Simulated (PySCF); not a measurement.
# Magnetisability: `InChI=1S/C2H10OSi2/c3-5-2-1-4/h3H,1-2,5H2,4H3`

Cartesian coordinates in Å; atom numbers follow the order of the lines, from 1:
```xyz
15

O     2.285   -0.464    1.056
Si    2.066   -0.164   -0.529
C     0.311    0.544   -0.626
C    -0.753   -0.433   -0.122
Si   -2.505    0.295   -0.204
H     3.095   -0.840    1.388
H     2.183   -1.409   -1.294
H     3.066    0.797   -1.004
H     0.254    1.465   -0.043
H     0.090    0.820   -1.658
H    -0.704   -1.352   -0.710
H    -0.514   -0.714    0.905
H    -3.479   -0.692    0.270
H    -2.819    0.657   -1.590
H    -2.579    1.496    0.633
```

Theory: GIAO B3LYP/pcSseg-1 magnetisability, rotational g tensor and spin-rotation constants, non-relativistic, gas phase in PySCF. Geometry: GFN2-xTB.

Question: What are the magnetisability and the molar susceptibility?

Answer: Isotropic -1130 × 10⁻³⁰ J/T², or -68.0 × 10⁻⁶ cm³/mol; principal values -1174, -1135, -1080 × 10⁻³⁰ J/T², anisotropy 81 × 10⁻³⁰ J/T² (root of half the summed squared differences of the principal values). The susceptibility is in cgs units.

Question: Split it along the inertial axes a, b, c into diamagnetic and paramagnetic parts about the centre of mass, with the quadrupole moment.

Answer: 
```csv
axis,χ (10⁻⁶ cm³/mol),diamagnetic (10⁻⁶ cm³/mol),paramagnetic (10⁻⁶ cm³/mol),summed x² of all electrons (Å²),quadrupole Θ (D Å)
a,-67.0,-259.3,192.3,256.6,+4.13
b,-70.4,-1186.8,1116.3,38.0,-1.26
c,-66.6,-1250.1,1183.5,23.1,-2.87
```
Anisotropies 2χaa − χbb − χcc = +3.0 and 2χbb − χaa − χcc = -7.2 × 10⁻⁶ cm³/mol. Θ is traceless in Buckingham's convention.

Question: And the rotational g tensor?

Answer: 
| axis | rotational constant (GHz) | g | nuclear part | electronic part |
| --- | --- | --- | --- | --- |
| a | 8.6097 | -0.0853 | 0.6924 | -0.7777 |
| b | 1.1056 | -0.0075 | 0.5723 | -0.5798 |
| c | 1.0413 | -0.0085 | 0.5704 | -0.5789 |

Asymmetric top; isotopes 12C, 1H, 16O, 28Si; no vibrational averaging.
